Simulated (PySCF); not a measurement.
SMILES CC/C=C\F, GFN2-xTB optimised geometry. Atoms within 1.6 Å of the plane z = 0.0 Å (x, y, z in Å): C1 (1.46, -0.93, 0.00), C2 (-0.06, -0.93, 0.00), C3 (-0.60, 0.46, 0.00), C4 (-1.45, 0.95, 0.89), H6 (1.84, -1.95, -0.01), H7 (1.85, -0.41, -0.87), H8 (1.84, -0.44, 0.89), H9 (-0.42, -1.45, -0.90), H10 (-0.44, -1.47, 0.87), H11 (-0.26, 1.12, -0.78), H12 (-1.85, 1.95, 0.90).

Method: PBE0/def2-TZVP in PySCF. Cells within 0.4 Å of a nucleus heavier than hydrogen are left out (blank, or x).

Map of the electrostatic potential (hartree/e), clipped to [-0.08, 0.12] on the plane z = 0.0 Å:

```
|1111111111111111111111111111111|
|1111111222111111111111111111111|
|1111122222221111111111111111111|
|1111222222222111111111111111111|
|1111222333222111111111111111111|
|1111223333322211111111111111111|
|1111223444332211111111111111111|
|1111223455443221111111111111111|
|1111123456655432111111111111111|
|0111123469999764211111111111111|
|0001112599999999421111111111111|
|0000112599999999831111111111111|
|000001259999xx99952111111111111|
|000000136999xxx9973222111111111|
|000000013999xxx9985454321110111|
|0000000026999999998999953110001|
|0000000013999999999999995211001|
|0000000002599999999999999311000|
|00000000014999xxx999xx999411000|
|00000000013999xxx999xx999411000|
|0000000001379999999999999311000|
|0000000001249999999999999411111|
|0000000000125899987999999421111|
|0000000000112345434699999521111|
|0000000000011122222499999421111|
|0000000000011111112358975321111|
|0000000000011111111233443211111|
|0000000000011111111122222111111|
|0000000000011111111111111111111|
|0000000000111111111111111111111|
|0000000000111111111111111111111|
```
Scale: ten equal steps from -0.014 (start of '0') to 0.120 (end of '9'), in the order '0123456789'; x runs from -4.00 to 4.00, y from -4.00 (bottom) to 4.00 (top).
